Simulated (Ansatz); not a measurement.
GeH7NSi (`[SiH3][NH][GeH3]`), relaxed with RKS PBE-D4/def2-SVP in the Gaussian-basis code of Ansatz from a rough embedded geometry. The force threshold is 0.03 eV/Å; the program also tests the step.

The species carries charge 0 and has multiplicity 1.

Start:

```xyz
10

Si    0.890   -0.303   -1.080
N     0.783    0.273    0.545
Ge   -0.975    0.021    1.054
H     0.581   -1.676   -1.154
H     2.294   -0.095   -1.624
H    -0.025    0.476   -2.005
H     0.952    1.325    0.551
H    -1.343   -1.432    1.051
H    -1.972    0.850    0.131
H    -1.185    0.561    2.531
```

| step | energy (eV) | largest force (eV/Å) | largest move (Å) |
| --- | --- | --- | --- |
| 1 | -65974.2327 | 2.394 | 0.000 |
| 2 | -65974.5437 | 0.772 | 0.130 |
| 3 | -65974.6114 | 0.424 | 0.118 |
| 4 | -65974.6469 | 0.501 | 0.200 |
| 5 | -65974.6649 | 0.116 | 0.168 |
| 6 | -65974.6671 | 0.036 | 0.098 |
| 7 (rejected) | -65974.6643 | 0.147 | 0.117 |
| 8 | -65974.6676 | 0.040 | 0.035 |
| 9 | -65974.6683 | 0.028 | 0.052 |

End:

```xyz
10

Si    0.979   -0.266   -1.240
N     0.437    0.473    0.250
Ge   -1.116    0.077    1.189
H     0.507   -1.694   -1.226
H     2.485   -0.218   -1.313
H     0.454    0.378   -2.506
H     0.849    1.380    0.491
H    -1.341   -1.448    1.044
H    -2.365    0.835    0.641
H    -0.891    0.483    2.670
```

Run time 14 s (2 threads of a server CPU on a shared host); peak host memory 0.16 GiB.
